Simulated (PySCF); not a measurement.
## Telling isomers of CH₁₁O₂PSi₃ apart by NMR

PySCF calculation with shieldings: GIAO PBE0/pcSseg-1 and geometry: GFN2-xTB; no solvent model, single conformer, non-relativistic Hamiltonian, rapidly exchanging positions averaged.

References, each an isolated molecule treated in the same way: 1H, 13C vs TMS. Splittings of carbon signals by F and P are missing where no couplings were computed. Where no couplings were computed, multiplicities follow the n + 1 count of equivalent neighbours, and m marks all less simple cases (inequivalent or close neighbours, rings, F or P nearby). Shifts are as computed. Against solution values, carbons near 30 ppm lie about +3 ppm off and those near 130 ppm about +5 ppm. Of 1211 compounds with measured shifts, 218 miss one by over three times the rms of a fit or turn the order of signals round; such compounds aren't used in these exercises. OH and NH positions are gas-phase values without hydrogen bonding to other molecules.

(1) Tabulate the signals of `C[Si@@]([SiH3])(P)O[SiH2]O`, `C[Si@@H](P)[Si@@H](O)O[SiH3]`, `[SiH3]O[SiH2]CO[SiH2]P`, `C[SiH2]O[SiH2]O[SiH2]P` and their relative energies.

(2) What is the quickest way to tell C[Si@@]([SiH3])(P)O[SiH2]O from C[Si@@H](P)[Si@@H](O)O[SiH3]?

(3) What is the quickest way to tell C[Si@@]([SiH3])(P)O[SiH2]O from [SiH3]O[SiH2]CO[SiH2]P?

(4) What is the quickest way to tell C[Si@@H](P)[Si@@H](O)O[SiH3] from [SiH3]O[SiH2]CO[SiH2]P?

Results:

(1) 
```json
{"SMILES": "C[Si@@]([SiH3])(P)O[SiH2]O", "carbon types": "1×CH3", "δC": "8.1", "δH": "5.04 (d, 1H), 4.70 (d, 1H), 3.54 (m, 3H), 2.10 (br s, 1H), 1.32 (m, 2H), 0.55 (m, 3H)", "E rel. (kcal/mol)": "17.7"}
{"SMILES": "C[Si@@H](P)[Si@@H](O)O[SiH3]", "carbon types": "1×CH3", "δC": "-5.2", "δH": "5.45 (m, 1H), 5.17 (s, 3H), 4.25 (m, 1H), 2.22 (br s, 1H), 0.85 (m, 2H), 0.41 (m, 3H)", "E rel. (kcal/mol)": "22.9"}
{"SMILES": "[SiH3]O[SiH2]CO[SiH2]P", "carbon types": "1×CH2", "δC": "60.8", "δH": "5.52 (m, 2H), 5.33 (s, 3H), 5.07 (t, 2H), 3.67 (t, 2H), 1.05 (m, 2H)", "E rel. (kcal/mol)": "53.7"}
{"SMILES": "C[SiH2]O[SiH2]O[SiH2]P", "carbon types": "1×CH3", "δC": "1.7", "δH": "5.82 (m, 2H), 5.30 (q, 2H), 4.93 (s, 2H), 1.44 (m, 2H), 0.66 (t, 3H)", "E rel. (kcal/mol)": "0.0"}
```

Energies are electronic energies at PBE0/pcSseg-1 on these geometries, without zero-point or thermal terms, each for the one conformer computed, which needn't be the lowest.

(2) Both give the same number of carbon signals, with the same numbers of each carbon type, so the positions decide. The first has a methyl carbon bonded to Si (CH3) at 8.1 ppm, the second a methyl carbon bonded to Si (CH3) at -5.2 ppm. In the proton spectra the most deshielded non-exchanging signals are 5.04 (d, 1H) and 5.45 (m, 1H).

(3) Both give the same number of carbon signals, but DEPT or the intensities differ. The first has a methyl carbon bonded to Si (CH3) at 8.1 ppm, the second an sp3 CH2 bonded to O and Si at 60.8 ppm. In the proton spectra the most deshielded non-exchanging signals are 5.04 (d, 1H) and 5.52 (m, 2H).

(4) Both give the same number of carbon signals, but DEPT or the intensities differ. The first has a methyl carbon bonded to Si (CH3) at -5.2 ppm, the second an sp3 CH2 bonded to O and Si at 60.8 ppm.
